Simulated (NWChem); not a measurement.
Molecule: CH5ClO2Si; SMILES C[Si](O)(O)Cl

```xyz
10

C      1.6904     1.0797    -0.2610
Si    -0.0152     0.4140    -0.0322
O     -1.0768     0.8293    -1.2324
O     -0.5832     0.9824     1.4046
Cl     0.0542    -1.6698    -0.0201
H      1.6614     2.1788    -0.3136
H      2.3319     0.7895     0.5842
H      2.1413     0.6964    -1.1880
H     -1.2824     0.1522    -1.8829
H     -1.5142     0.8286     1.5920
```
Atoms are numbered in this order, from 1.

All runs: NWChem. The geometry was optimised at PBE0/def2-SVP. GIAO values for the isolated, static molecule; σ is the absolute isotropic shielding, δ = σ(reference) − σ with the isolated reference molecule computed at the same levels (13C: tetramethylsilane, 1H: tetramethylsilane, 17O: water, 29Si: tetramethylsilane).

For level LDA (Slater exchange, VWN5)/pcSseg-1:

| Item | Result |
|---|---|
| δ Si2 (ppm) | -2.9 |
| δ O3 (ppm) | 101.3 |
| δ O4 (ppm) | 98.6 |
| σ Cl5 (ppm) | 816.9 |
| δ H9 (ppm) | 1.99 |

Question: Estimate the same quantities for level KT2/pcSseg-1.

Answer: 
* **δ Si2 (ppm)**: -6.3
* **δ O3 (ppm)**: 86.4
* **δ O4 (ppm)**: 83.1
* **σ Cl5 (ppm)**: 846.9
* **δ H9 (ppm)**: 1.76
